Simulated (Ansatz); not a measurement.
Results of the Gaussian-basis code of Ansatz.

Basis-set series for C₂H₃GaS (`C#[C][GaH][SH]`). The species carries charge 0 and has multiplicity 1. All single points use the PBE0-D4/def2-TZVP geometry. It is one conformer, not always the lowest.

| functional | basis | functions | energy (Eh) | HOMO (eV) | LUMO (eV) |
| --- | --- | --- | --- | --- | --- |
| PBE0-D4 | def2-TZVPP | 194 | -2400.58642 | -7.74 | -1.72 |
| PBE0-D4 | def2-QZVPP | 363 | -2400.64621 | -7.76 | -1.75 |
| ωB97M-V | def2-TZVPP | 194 | -2400.91646 | -9.90 | 0.06 |
| ωB97M-V | def2-QZVPP | 363 | -2400.97387 | -9.93 | -0.04 |

(1) Give the rows for def2-SVP. (Best estimate.)

## Answers

(1) The calculation gave: 
```csv
functional,basis,functions,energy (Eh),HOMO (eV),LUMO (eV)
PBE0-D4,def2-SVP,93,-2400.11424,-7.63,-1.61
ωB97M-V,def2-SVP,93,-2400.44247,-9.76,0.21
```

Positive LUMOs are unbound and depend on the basis. Scalar relativity is left out up to krypton.
